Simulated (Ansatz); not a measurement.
**Nudged elastic band run: H$_{12}$N$_{2}$Si$_{3}$**

input.yaml

```yaml
crystal:
  periodic: [false, false, false]
  atoms:
    - { symbol: Si, position_ang: [-0.225942, 0.566789, -0.334804] }
    - { symbol: H, position_ang: [-0.459823, 1.092783, 1.037131] }
    - { symbol: Si, position_ang: [2.080068, 0.665503, -0.864698] }
    - { symbol: H, position_ang: [2.38365, -0.192564, -2.040252] }
    - { symbol: H, position_ang: [2.483864, 2.057205, -1.203455] }
    - { symbol: H, position_ang: [2.912665, 0.208239, 0.275974] }
    - { symbol: "N", position_ang: [-1.038055, 1.459515, -1.574358] }
    - { symbol: H, position_ang: [-2.03747, 1.536564, -1.593715] }
    - { symbol: H, position_ang: [-0.607978, 2.250245, -2.013553] }
    - { symbol: "N", position_ang: [-0.765691, -1.075377, -0.242397] }
    - { symbol: H, position_ang: [-1.49868, -1.331446, 0.390862] }
    - { symbol: H, position_ang: [-0.778362, -1.657754, -1.0583] }
    - { symbol: Si, position_ang: [1.161539, -3.294949, 1.749394] }
    - { symbol: H, position_ang: [-0.199287, -3.829267, 1.514681] }
    - { symbol: H, position_ang: [1.868422, -3.121596, 0.461797] }
    - { symbol: H, position_ang: [1.911934, -4.269942, 2.578662] }
    - { symbol: H, position_ang: [1.084748, -2.009446, 2.476332] }
basis:
  gaussian: { orbitals: def2-SVP }
hamiltonian:
  xc: hf
neb:
  order_check: false
  images: 7
  f_tol: 0.05
  max_iterations: 60
  final_atoms:
    - { symbol: Si, position_ang: [0.18755388, -0.7817775, -0.5752309] }
    - { symbol: H, position_ang: [0.21883282, 1.08706237, 2.94591176] }
    - { symbol: Si, position_ang: [2.25034579, 0.24781175, -1.15292811] }
    - { symbol: H, position_ang: [3.08390171, -0.68703979, -1.9540952] }
    - { symbol: H, position_ang: [2.00353497, 1.46157239, -1.9806462] }
    - { symbol: H, position_ang: [3.03277549, 0.65990185, 0.04096331] }
    - { symbol: "N", position_ang: [-0.70922091, 0.45333831, 0.24938948] }
    - { symbol: H, position_ang: [-1.6221837, 0.25860175, 0.61666059] }
    - { symbol: H, position_ang: [-0.63687787, 1.41546259, -0.02175807] }
    - { symbol: "N", position_ang: [-0.63041568, -1.43342042, -1.95979614] }
    - { symbol: H, position_ang: [-0.60996194, -2.40869984, -2.18299947] }
    - { symbol: H, position_ang: [-0.85333482, -0.87953164, -2.76431718] }
    - { symbol: Si, position_ang: [0.49685124, -2.60100163, 0.91540533] }
    - { symbol: H, position_ang: [-0.78359289, -2.93032675, 1.59659045] }
    - { symbol: H, position_ang: [0.95272789, -3.81520544, 0.18604012] }
    - { symbol: H, position_ang: [1.50884065, -2.27428806, 1.95145576] }
    - { symbol: H, position_ang: [0.38582538, 1.28204207, 3.64865547] }
  initial_path:
    images:
      - { positions_ang: [[-0.225942, 0.566789, -0.334804], [-0.459823, 1.092783, 1.037131], [2.080068, 0.665503, -0.864698], [2.38365, -0.192564, -2.040252], [2.483864, 2.057205, -1.203455], [2.912665, 0.208239, 0.275974], [-1.038055, 1.459515, -1.574358], [-2.03747, 1.536564, -1.593715], [-0.607978, 2.250245, -2.013553], [-0.765691, -1.075377, -0.242397], [-1.49868, -1.331446, 0.390862], [-0.778362, -1.657754, -1.0583], [1.161539, -3.294949, 1.749394], [-0.199287, -3.829267, 1.514681], [1.868422, -3.121596, 0.461797], [1.911934, -4.269942, 2.578662], [1.084748, -2.009446, 2.476332]] }
      - { positions_ang: [[-0.17124903, 0.42384937, -0.25663435], [-0.34842406, 0.83265287, 1.22458719], [2.08231827, 0.49787586, -0.83692911], [2.42828158, -0.48958913, -1.74942456], [2.40045104, 1.70506636, -1.41699489], [2.91830427, 0.33542375, 0.25501243], [-0.99812393, 1.45727969, -1.35026327], [-2.00226521, 1.49622116, -1.43588883], [-0.54792048, 2.28126625, -1.70410151], [-0.78565971, -1.18602184, -0.3277825], [-1.46810208, -1.52820544, 0.32060456], [-0.78464745, -1.69313512, -1.19497449], [1.10906304, -3.01322502, 1.5233079], [-0.13761981, -3.68873769, 1.26591377], [1.96416709, -2.94326742, 0.4025974], [1.71206712, -3.72339751, 2.50743322], [0.90496135, -1.70955414, 2.33283802]] }
      - { positions_ang: [[-0.11655606, 0.28090974, -0.1784647], [-0.23702511, 0.57252274, 1.41204339], [2.08456855, 0.33024871, -0.80916023], [2.47291315, -0.78661425, -1.45859712], [2.31703807, 1.35292773, -1.63053477], [2.92394355, 0.4626085, 0.23405086], [-0.95819286, 1.45504437, -1.12616854], [-1.96706042, 1.45587832, -1.27806265], [-0.48786295, 2.31228749, -1.39465002], [-0.80562842, -1.29666668, -0.41316799], [-1.43752417, -1.72496487, 0.25034712], [-0.79093291, -1.72851624, -1.33164897], [1.05658707, -2.73150104, 1.29722181], [-0.07595261, -3.54820838, 1.01714654], [2.05991217, -2.76493885, 0.3433978], [1.51220024, -3.17685302, 2.43620445], [0.7251747, -1.40966228, 2.18934405]] }
      - { positions_ang: [[-0.06186308, 0.13797011, -0.10029505], [-0.12562617, 0.31239261, 1.59949958], [2.08681882, 0.16262157, -0.78139134], [2.51754473, -1.08363938, -1.16776968], [2.23362511, 1.00078909, -1.84407466], [2.92958282, 0.58979325, 0.21308929], [-0.91826179, 1.45280906, -0.90207381], [-1.93185563, 1.41553547, -1.12023648], [-0.42780543, 2.34330874, -1.08519853], [-0.82559713, -1.40731152, -0.49855349], [-1.40694625, -1.92172431, 0.18008967], [-0.79721836, -1.76389736, -1.46832346], [1.00411111, -2.44977706, 1.07113571], [-0.01428542, -3.40767906, 0.76837931], [2.15565726, -2.58661027, 0.2841982], [1.31233337, -2.63030852, 2.36497567], [0.54538805, -1.10977041, 2.04585007]] }
      - { positions_ang: [[-0.00717011, -0.00496953, -0.0221254], [-0.01422722, 0.05226248, 1.78695577], [2.08906909, -0.00500558, -0.75362245], [2.5621763, -1.38066451, -0.87694224], [2.15021215, 0.64865045, -2.05761455], [2.9352221, 0.716978, 0.19212772], [-0.87833072, 1.45057374, -0.67797908], [-1.89665084, 1.37519263, -0.96241031], [-0.3677479, 2.37432999, -0.77574704], [-0.84556584, -1.51795636, -0.58393899], [-1.37636833, -2.11848375, 0.10983223], [-0.80350381, -1.79927848, -1.60499794], [0.95163514, -2.16805307, 0.84504962], [0.04738177, -3.26714975, 0.51961209], [2.25140234, -2.4082817, 0.22499859], [1.11246649, -2.08376403, 2.2937469], [0.3656014, -0.80987855, 1.9023561]] }
      - { positions_ang: [[0.04151089, -0.19917152, -0.16040178], [0.04403779, 0.31096245, 2.07669477], [2.12938827, 0.05819875, -0.85344887], [2.69260765, -1.20725833, -1.14623048], [2.11354285, 0.85188094, -2.03837246], [2.95961045, 0.70270897, 0.15433662], [-0.83605327, 1.20126489, -0.44613694], [-1.82803406, 1.09604491, -0.56764258], [-0.43503039, 2.13461314, -0.5872498], [-0.7917783, -1.49682237, -0.92790328], [-1.18476674, -2.19103777, -0.46337569], [-0.81596156, -1.56934177, -1.89482775], [0.83793917, -2.27629021, 0.86263855], [-0.1603619, -3.182944, 0.78885668], [1.92673373, -2.76001263, 0.21525897], [1.21156003, -2.13139504, 2.20817411], [0.37065739, -0.2868984, 2.33893094]] }
      - { positions_ang: [[0.09019189, -0.39337351, -0.29867815], [0.1023028, 0.56966242, 2.36643376], [2.16970744, 0.12140308, -0.95327528], [2.82303901, -1.03385215, -1.41551872], [2.07687356, 1.05511142, -2.01913037], [2.98399879, 0.68843993, 0.11654552], [-0.79377582, 0.95195603, -0.2142948], [-1.75941727, 0.81689719, -0.17287486], [-0.50231288, 1.89489629, -0.39875256], [-0.73799076, -1.47568839, -1.27186757], [-0.99316514, -2.2635918, -1.03658362], [-0.82841932, -1.33940506, -2.18465756], [0.72424319, -2.38452735, 0.88022747], [-0.36810556, -3.09873825, 1.05810127], [1.60206512, -3.11174357, 0.20551936], [1.31065357, -2.17902605, 2.12260133], [0.37571339, 0.23608176, 2.77550578]] }
      - { positions_ang: [[0.13887288, -0.58757551, -0.43695452], [0.16056781, 0.82836239, 2.65617276], [2.21002661, 0.18460742, -1.0531017], [2.95347036, -0.86044597, -1.68480696], [2.04020426, 1.2583419, -1.99988829], [3.00838714, 0.67417089, 0.07875442], [-0.75149837, 0.70264717, 0.01754734], [-1.69080048, 0.53774947, 0.22189286], [-0.56959538, 1.65517944, -0.21025531], [-0.68420322, -1.45455441, -1.61583185], [-0.80156354, -2.33614582, -1.60979154], [-0.84087707, -1.10946835, -2.47448737], [0.61054722, -2.49276449, 0.8978164], [-0.57584923, -3.0145325, 1.32734586], [1.2773965, -3.46347451, 0.19577974], [1.40974711, -2.22665705, 2.03702855], [0.38076938, 0.75906191, 3.21208063]] }
      - { positions_ang: [[0.18755388, -0.7817775, -0.5752309], [0.21883282, 1.08706237, 2.94591176], [2.25034579, 0.24781175, -1.15292811], [3.08390171, -0.68703979, -1.9540952], [2.00353497, 1.46157239, -1.9806462], [3.03277549, 0.65990185, 0.04096331], [-0.70922091, 0.45333831, 0.24938948], [-1.6221837, 0.25860175, 0.61666059], [-0.63687787, 1.41546259, -0.02175807], [-0.63041568, -1.43342042, -1.95979614], [-0.60996194, -2.40869984, -2.18299947], [-0.85333482, -0.87953164, -2.76431718], [0.49685124, -2.60100163, 0.91540533], [-0.78359289, -2.93032675, 1.59659045], [0.95272789, -3.81520544, 0.18604012], [1.50884065, -2.27428806, 1.95145576], [0.38582538, 1.28204207, 3.64865547]] }
```

Launched with:

```bash
$ ansatz run input.yaml --threads 4 --pin off --max-ram 5120MiB --backend cpu --events-out ev --progress --plain --runs-dir out
```

Output, in part (warnings, iteration lines, the closing report on the highest movable image, with atoms numbered from 0):

```
NEB end point (image 0): max|allowed force component| = 2.227e-2 eV/Å (the criterion of neb.relax_end_points is 1.000e-2)
NEB end point (image 8): max|allowed force component| = 2.452e-2 eV/Å (the criterion of neb.relax_end_points is 1.000e-2)
NEB iter   1: max|band force component| = 1.016e1 eV/Å  barrier→ = 9.1186 eV  barrier← = 8.4355 eV  Δτ_max = 0.2000 Å  (305 SCF iters)
NEB iter   2: max|band force component| = 2.257e0 eV/Å  barrier→ = 6.3914 eV  barrier← = 5.7084 eV  Δτ_max = 0.2000 Å  (213 SCF iters)
NEB iter   3: max|band force component| = 1.666e0 eV/Å  barrier→ = 4.9946 eV  barrier← = 4.3115 eV  Δτ_max = 0.1972 Å  (210 SCF iters)
NEB iter   4: max|band force component| = 1.809e0 eV/Å  barrier→ = 4.3054 eV  barrier← = 3.6224 eV  Δτ_max = 0.1011 Å  (214 SCF iters)
NEB iter   5: max|band force component| = 1.006e0 eV/Å  barrier→ = 4.0532 eV  barrier← = 3.3702 eV  Δτ_max = 0.1026 Å  (217 SCF iters)
NEB iter   6: max|band force component| = 1.476e0 eV/Å  barrier→ = 3.8275 eV  barrier← = 3.1445 eV  Δτ_max = 0.0501 Å  (215 SCF iters)
NEB iter   7: max|band force component| = 5.678e-1 eV/Å  barrier→ = 3.7221 eV  barrier← = 3.0391 eV  Δτ_max = 0.1005 Å  (211 SCF iters)
NEB iter   8: max|band force component| = 7.744e-1 eV/Å  barrier→ = 3.6146 eV  barrier← = 2.9316 eV  CI = image 4  Δτ_max = 0.1003 Å  (216 SCF iters)
NEB iter   9: max|band force component| = 9.729e-1 eV/Å  barrier→ = 3.7314 eV  barrier← = 3.0484 eV  CI = image 4  Δτ_max = 0.1010 Å  (218 SCF iters)
NEB iter  10: max|band force component| = 9.619e-1 eV/Å  barrier→ = 3.7487 eV  barrier← = 3.0657 eV  CI = image 4  Δτ_max = 0.2000 Å  (217 SCF iters)
NEB iter  11: max|band force component| = 1.044e0 eV/Å  barrier→ = 3.7780 eV  barrier← = 3.0950 eV  CI = image 4  Δτ_max = 0.1006 Å  (210 SCF iters)
NEB iter  12: max|band force component| = 1.132e0 eV/Å  barrier→ = 3.7761 eV  barrier← = 3.0931 eV  CI = image 4  Δτ_max = 0.1998 Å  (214 SCF iters)
NEB iter  13: max|band force component| = 1.385e0 eV/Å  barrier→ = 3.8914 eV  barrier← = 3.2084 eV  CI = image 4  Δτ_max = 0.2000 Å  (213 SCF iters)
NEB iter  14: max|band force component| = 1.167e0 eV/Å  barrier→ = 4.1555 eV  barrier← = 3.4724 eV  CI = image 4  Δτ_max = 0.1461 Å  (216 SCF iters)
NEB iter  15: max|band force component| = 6.971e-1 eV/Å  barrier→ = 4.1192 eV  barrier← = 3.4362 eV  CI = image 4  Δτ_max = 0.1320 Å  (211 SCF iters)
NEB iter  16: max|band force component| = 6.392e-1 eV/Å  barrier→ = 4.0821 eV  barrier← = 3.3991 eV  CI = image 4  Δτ_max = 0.0936 Å  (210 SCF iters)
NEB iter  17: max|band force component| = 6.094e-1 eV/Å  barrier→ = 4.0420 eV  barrier← = 3.3590 eV  CI = image 4  Δτ_max = 0.1636 Å  (210 SCF iters)
NEB iter  18: max|band force component| = 4.368e-1 eV/Å  barrier→ = 3.9833 eV  barrier← = 3.3003 eV  CI = image 4  Δτ_max = 0.1625 Å  (207 SCF iters)
NEB iter  19: max|band force component| = 4.953e-1 eV/Å  barrier→ = 3.9437 eV  barrier← = 3.2606 eV  CI = image 4  Δτ_max = 0.0815 Å  (208 SCF iters)
NEB iter  20: max|band force component| = 3.973e-1 eV/Å  barrier→ = 3.9128 eV  barrier← = 3.2298 eV  CI = image 4  Δτ_max = 0.1623 Å  (214 SCF iters)
NEB iter  21: max|band force component| = 3.061e-1 eV/Å  barrier→ = 3.8936 eV  barrier← = 3.2105 eV  CI = image 4  Δτ_max = 0.1624 Å  (213 SCF iters)
NEB iter  22: max|band force component| = 4.077e-1 eV/Å  barrier→ = 3.8873 eV  barrier← = 3.2042 eV  CI = image 4  Δτ_max = 0.0817 Å  (218 SCF iters)
NEB iter  23: max|band force component| = 2.021e-1 eV/Å  barrier→ = 3.8756 eV  barrier← = 3.1926 eV  CI = image 4  Δτ_max = 0.0620 Å  (217 SCF iters)
NEB iter  24: max|band force component| = 1.348e-1 eV/Å  barrier→ = 3.8726 eV  barrier← = 3.1896 eV  CI = image 4  Δτ_max = 0.0580 Å  (218 SCF iters)
NEB iter  25: max|band force component| = 8.214e-2 eV/Å  barrier→ = 3.8711 eV  barrier← = 3.1881 eV  CI = image 4  Δτ_max = 0.0517 Å  (200 SCF iters)
NEB iter  26: max|band force component| = 7.473e-2 eV/Å  barrier→ = 3.8709 eV  barrier← = 3.1879 eV  CI = image 4  Δτ_max = 0.0259 Å  (198 SCF iters)
NEB iter  27: max|band force component| = 5.592e-2 eV/Å  barrier→ = 3.8703 eV  barrier← = 3.1873 eV  CI = image 4  Δτ_max = 0.0259 Å  (185 SCF iters)
NEB iter  28: max|band force component| = 5.475e-2 eV/Å  barrier→ = 3.8698 eV  barrier← = 3.1868 eV  CI = image 4  Δτ_max = 0.0259 Å  (181 SCF iters)
NEB iter  29: max|band force component| = 2.476e-2 eV/Å  barrier→ = 3.8697 eV  barrier← = 3.1867 eV  CI = image 4  Δτ_max = 0.0000 Å  (417 SCF iters)
Total energy: -26727.44156291 eV, -982.2153609264 hartree
Atom 0 at    -0.053166    -0.136160    -0.376734 Å, force     0.013337    -0.005134     0.006204 eV/Å
Atom 1 at    -0.037301     0.395995     1.354451 Å, force    -0.000220    -0.008597    -0.002695 eV/Å
Atom 2 at     2.224835     0.097839    -0.885001 Å, force    -0.003576    -0.000996    -0.004891 eV/Å
Atom 3 at     2.739113    -1.115083    -1.551255 Å, force    -0.000377    -0.000084     0.000824 eV/Å
Atom 4 at     2.395250     1.253811    -1.808376 Å, force     0.001814    -0.002777     0.001078 eV/Å
Atom 5 at     2.945135     0.382999     0.374799 Å, force     0.000805     0.001360     0.000684 eV/Å
Atom 6 at    -0.871944     1.284556    -0.879377 Å, force    -0.002240     0.004688    -0.002561 eV/Å
Atom 7 at    -1.866636     1.404280    -0.854348 Å, force    -0.004072    -0.000601     0.003711 eV/Å
Atom 8 at    -0.398369     2.158041    -1.000725 Å, force     0.005196     0.002144     0.001313 eV/Å
Atom 9 at    -1.196470    -1.342688    -0.676753 Å, force    -0.008861     0.018466    -0.002022 eV/Å
Atom 10 at    -1.086473    -2.306238    -0.440428 Å, force     0.007834    -0.011742     0.003535 eV/Å
Atom 11 at    -2.029117    -1.140570    -1.194472 Å, force    -0.008852    -0.007002    -0.005165 eV/Å
Atom 12 at     1.165152    -2.458667     1.352730 Å, force    -0.000218    -0.002381    -0.000287 eV/Å
Atom 13 at     0.461155    -3.659036     0.776232 Å, force     0.002940     0.002697    -0.001271 eV/Å
Atom 14 at     2.618682    -2.737458     1.108594 Å, force     0.000931     0.001657     0.001223 eV/Å
Atom 15 at     1.005423    -2.632397     2.836449 Å, force    -0.001804    -0.001620     0.001362 eV/Å
Atom 16 at     0.260333    -0.394722     1.423515 Å, force    -0.002638     0.009921    -0.001040 eV/Å
Dipole moment:    -0.713247     0.948048    -0.558764 e Å
```

It converged. A structure lower than the last end lies on the path between it and the top, so the climb from that side starts below the end, which may itself be a saddle point or a shallow side well. Neighbouring images differ by up to 3.5 eV, so the band resolves the path poorly. A vibrational analysis at the climbing image gives one clearly imaginary mode, 857i cm⁻¹: a first-order saddle point. The orbitals stay closed-shell, which can raise the energy where a bond breaks towards radicals; this wasn't checked here.

Final band (atoms are numbered from 1 in the order of the input):

```csv
image,path coordinate (Å),energy (eV),Si1–H2 (Å),Si13–H17 (Å),Si1–Si13 (Å)
0,0.00,0.00,1.49,1.48,4.60
1,1.62,0.05,1.49,1.48,4.57
2,3.24,0.10,1.49,1.48,4.54
3,4.86,0.40,1.49,1.48,3.84
4,6.48,3.87,1.81,2.25,3.14
5,8.60,1.62,2.74,2.81,2.49
6,10.71,0.81,3.35,3.68,2.40
7,12.82,0.67,3.83,4.49,2.37
8,14.94,0.68,3.99,4.75,2.37
```

Run time: 5.4 min on 4 threads of Arm Neoverse V1, on a shared host, peak memory 0.42 GiB.
